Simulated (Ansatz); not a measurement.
Molecule: sum formula SiPH$_{4}$, charge 0, multiplicity 2. It need not be the lowest isomer of its formula. 
Geometry from a B3LYP-D3(BJ)/def2-TZVP (Ansatz, a quantum-chemistry and plane-wave program) optimisation:
```xyz
6

Si    -1.0291     0.0960     0.1960
P      1.1626    -0.1750    -0.2869
H     -1.8251    -0.8330    -0.6382
H     -1.4580     1.4879    -0.0877
H     -1.2885    -0.1975     1.6273
H      1.5394     0.8235     0.6571
```
Charge 0, spin multiplicity 2.

Basis-set convergence of Hartree-Fock and CCSD correlation energies (hartree) with Ansatz. Correlated levels leave the core frozen unless marked. UHF or UKS for open shells. No spin-orbit coupling. No relativistic terms.

| basis | functions | E(HF) | E(corr, CCSD) |
|---|---|---|---|
| aug-cc-pV(D+d)Z | 100 | -631.98839 | -0.26352 |
| aug-cc-pV(T+d)Z | 202 | (withheld) | (withheld) |

Question: Some entries are withheld; supply them.

Answer: 
- aug-cc-pV(T+d)Z, E(HF): -632.01090
- aug-cc-pV(T+d)Z, E(corr, CCSD): -0.30908
